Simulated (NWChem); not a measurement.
silole (C4H6Si); SMILES [SiH2]1C=CC=C1

```xyz
11

C      0.0000     0.7405     1.2913
C      0.0000     1.3553     0.0896
Si     0.0000     0.0000    -1.2050
C      0.0000    -1.3553     0.0896
C      0.0000    -0.7405     1.2913
H      0.0000     1.2805     2.2452
H      0.0000     2.4423    -0.0123
H      1.2109     0.0000    -2.0834
H     -1.2109     0.0000    -2.0834
H      0.0000    -2.4423    -0.0123
H      0.0000    -1.2805     2.2452
```
Atoms are numbered in this order, from 1.

All runs: NWChem. Geometry: optimised at PBE0/def2-SVP. Level MN15/def2-SVP: energy and gradient on several grids; changes count from the extra-fine grid, which is no exact limit either.

```csv
grid,size of the energy change (μHa),largest change of a gradient component (μHa/bohr),"time, medium = 1 (rough)"
xcoarse,5000,4000,about 1
coarse,100,300,about 1
medium,10,90,about 1
fine,< 10,< 30,about 1
xfine,< 10,< 30,2
```
